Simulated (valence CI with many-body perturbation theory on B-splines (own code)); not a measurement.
**E1 line list for Nb XXXVI**

Method: configuration interaction combined with many-body perturbation theory (CI+MBPT): four valence electrons over a frozen Dirac-Fock core [He], radial functions for each j: 11 s, 11 p, 9 d, 7 f, 5 g, 2 h, 1 i, with the one-electron correlation potential Σ1, the two-electron term Σ2, the three-electron term Σ3, Breit, model QED; selected CI, second order for the rest (own B-spline code, finite nucleus).

No measured spectrum was set against this ion. As an estimate, large intervals hold to a few tenths of a per cent, small ones and those within an open d or f shell to about a per cent. Among the levels kept, up to 270 cm⁻¹ of a level comes from second order outside the variational space, and about a tenth of that is noise between levels of different J, which matters for small intervals.

Lines 1 to 50 of 230 in falling wavelength, among levels below 24768 × 10³ cm⁻¹, chosen from the strongest by gf and those to the six lowest levels. Wavelengths and rates use the calculated energies. Electric multipoles are in the length gauge, E1 and E2 with the static RPA response of the core. Weak lines are less certain than strong ones. Lines between different terms over intervals too small for the method are left out, as are lines whose strength nearly cancels. Where a level lies close to another of its J and parity, the split of strength between their lines is uncertain. The highest levels of a list are the least certain.

Levels are named by their leading jj configuration (3d3/2^4 stands for four electrons in 3d with j = 3/2), which in mixed levels can hold well under half, so a name can repeat and another be missing. Letters in brackets count levels of one name in rising energy.

```csv
λ vac (nm),Upper,Lower,A (s⁻¹),S (a.u.)
29.20,(2s 2p1/2 2p3/2 3p1/2) J=3,(2s 2p1/2 2p3/2 3s) J=3,1.39e+09,1.20e-01
26.84,(2s 2p1/2 2p3/2 3d5/2) J=4 [a],(2s 2p1/2 2p3/2 3p3/2) J=3 [a],2.61e+09,2.24e-01
26.66,(2s 2p1/2 2p3/2 3d5/2) J=5,(2s 2p1/2 2p3/2 3p3/2) J=4,3.18e+09,3.28e-01
25.32,(2s 2p1/2^2 3d5/2) J=3,(2s 2p1/2^2 3p3/2) J=2,3.74e+09,2.10e-01
24.73,(2s^2 2p3/2 3p1/2) J=2,(2s^2 2p3/2 3s) J=2,2.63e+09,9.80e-02
24.35,(2s^2 2p3/2 3d5/2) J=4,(2s^2 2p3/2 3p3/2) J=3,3.71e+09,2.38e-01
23.95,(2s 2p3/2^2 3p1/2) J=2,(2s 2p3/2^2 3s) J=3,3.78e+09,1.28e-01
23.93,(2s 2p1/2 2p3/2 3d5/2) J=3 [a],(2s 2p1/2 2p3/2 3p3/2) J=2 [a],2.03e+09,9.60e-02
23.78,(2s^2 2p1/2 3d5/2) J=3,(2s^2 2p1/2 3p3/2) J=2,4.13e+09,1.92e-01
23.44,(2s^2 2p3/2 3d5/2) J=3,(2s^2 2p3/2 3p3/2) J=2,2.91e+09,1.29e-01
23.07,(2s 2p1/2 2p3/2 3d5/2) J=4 [b],(2s 2p1/2 2p3/2 3p3/2) J=3 [b],4.11e+09,2.24e-01
22.78,(2s^2 2p1/2 3d5/2) J=2,(2s^2 2p1/2 3p3/2) J=1,3.99e+09,1.16e-01
22.67,(2s 2p1/2 2p3/2 3d5/2) J=2 [a],(2s 2p1/2 2p3/2 3p3/2) J=1 [a],3.26e+09,9.38e-02
22.10,(2s 2p1/2^2 3d5/2) J=2,(2s 2p1/2^2 3p3/2) J=1,4.26e+09,1.14e-01
21.67,(2s 2p1/2 2p3/2 3p1/2) J=2 [b],(2s 2p1/2 2p3/2 3s) J=3,4.94e+09,1.24e-01
21.43,(2s 2p1/2 2p3/2 3d5/2) J=3 [b],(2s 2p1/2 2p3/2 3p3/2) J=2 [b],3.41e+09,1.16e-01
19.64,(2s 2p1/2 2p3/2 3p3/2) J=2 [b],(2s 2p1/2 2p3/2 3s) J=2 [b],4.07e+09,7.60e-02
19.39,(2s 2p1/2^2 3p3/2) J=1,(2s 2p1/2^2 3s) J=0,7.01e+09,7.56e-02
19.28,(2s 2p1/2 2p3/2 3d3/2) J=2 [b],(2s 2p1/2 2p3/2 3p1/2) J=2 [b],4.23e+09,7.48e-02
18.30,(2s 2p1/2 2p3/2 3p3/2) J=3 [c],(2s 2p1/2 2p3/2 3s) J=2 [c],9.76e+09,2.07e-01
18.16,(2s 2p1/2 2p3/2 3p3/2) J=2 [a],(2s 2p1/2 2p3/2 3s) J=1 [a],7.45e+09,1.10e-01
17.81,(2s 2p1/2 2p3/2 3d3/2) J=4,(2s 2p1/2 2p3/2 3p1/2) J=3,5.85e+09,1.47e-01
17.74,(2s^2 2p3/2 3p3/2) J=3,(2s^2 2p3/2 3s) J=2,1.04e+10,2.00e-01
17.72,(2s 2p1/2 2p3/2 3d3/2) J=3 [a],(2s 2p1/2 2p3/2 3p1/2) J=2 [a],4.16e+09,8.00e-02
17.60,(2s 2p1/2 2p3/2 3p3/2) J=3 [b],(2s 2p1/2 2p3/2 3s) J=2 [b],6.50e+09,1.22e-01
17.48,(2s 2p1/2 2p3/2 3p3/2) J=4,(2s 2p1/2 2p3/2 3s) J=3,1.43e+10,3.39e-01
17.45,(2s 2p1/2^2 3d3/2) J=2,(2s 2p1/2^2 3p1/2) J=1,7.11e+09,9.32e-02
17.44,(2s^2 2p3/2 3d3/2) J=3,(2s^2 2p3/2 3p1/2) J=2,6.54e+09,1.20e-01
17.36,(2s 2p1/2 2p3/2 3d3/2) J=3 [c],(2s 2p1/2 2p3/2 3p1/2) J=2 [c],8.95e+09,1.62e-01
16.92,(2s^2 2p1/2 3d3/2) J=2,(2s^2 2p1/2 3p1/2) J=1,9.23e+09,1.10e-01
16.83,(2s 2p1/2 2p3/2 3p3/2) J=3 [a],(2s 2p1/2 2p3/2 3s) J=2 [a],1.05e+10,1.74e-01
16.79,(2s 2p1/2 2p3/2 3p3/2) J=2 [d],(2s 2p1/2 2p3/2 3s) J=1 [c],1.03e+10,1.21e-01
16.51,(2s 2p1/2^2 3p3/2) J=2,(2s 2p1/2^2 3s) J=1,1.70e+10,1.89e-01
16.50,(2s^2 2p1/2 3p3/2) J=1,(2s^2 2p1/2 3s) J=0,9.23e+09,6.14e-02
16.30,(2s^2 2p1/2 3p3/2) J=2,(2s^2 2p1/2 3s) J=1,1.59e+10,1.70e-01
15.36,(2s^2 2p3/2 3p3/2) J=2,(2s^2 2p3/2 3s) J=1,8.43e+09,7.53e-02
15.34,(2s 2p1/2 2p3/2 3p3/2) J=1 [c],(2s 2p1/2 2p3/2 3s) J=1 [b],1.18e+10,6.28e-02
14.61,(2s 2p1/2 2p3/2 3p3/2) J=3 [b],(2s 2p1/2 2p3/2 3s) J=3,8.95e+09,9.65e-02
14.43,(2s^2 2p3/2 3p3/2) J=2,(2s^2 2p3/2 3s) J=2,8.22e+09,6.10e-02
11.34,(2s 2p1/2^2 2p3/2) J=2,(2s^2 2p1/2 2p3/2) J=2,1.49e+09,5.34e-03
10.22,(2s 2p1/2^2 2p3/2) J=2,(2s^2 2p1/2 2p3/2) J=1,3.04e+09,7.99e-03
9.999,(2s 2p1/2 2p3/2^2) J=3,(2s^2 2p3/2^2) J=2,4.94e+09,1.71e-02
8.495,(2s 2p1/2 2p3/2^2) J=1 [b],(2s^2 2p3/2^2) J=0,4.61e+09,4.19e-03
7.899,(2s 2p1/2^2 2p3/2) J=1,(2s^2 2p1/2 2p3/2) J=2,7.43e+09,5.42e-03
7.869,(2s 2p1/2 2p3/2^2) J=1 [a],(2s^2 2p3/2^2) J=2,1.58e+09,1.14e-03
7.428,(2s 2p1/2 2p3/2^2) J=2 [b],(2s^2 2p3/2^2) J=2,4.41e+09,4.46e-03
7.208,(2p1/2 2p3/2^3) J=2,(2s 2p3/2^3) J=2,3.75e+10,3.46e-02
7.121,(2s 2p1/2 2p3/2^2) J=1 [b],(2s^2 2p3/2^2) J=2,3.89e+09,2.08e-03
6.754,(2p1/2^2 2p3/2^2) J=2,(2s 2p1/2 2p3/2^2) J=3,4.58e+10,3.48e-02
5.802,(2s 2p1/2 2p3/2^2) J=2 [a],(2s^2 2p1/2 2p3/2) J=1,3.47e+10,1.67e-02
```
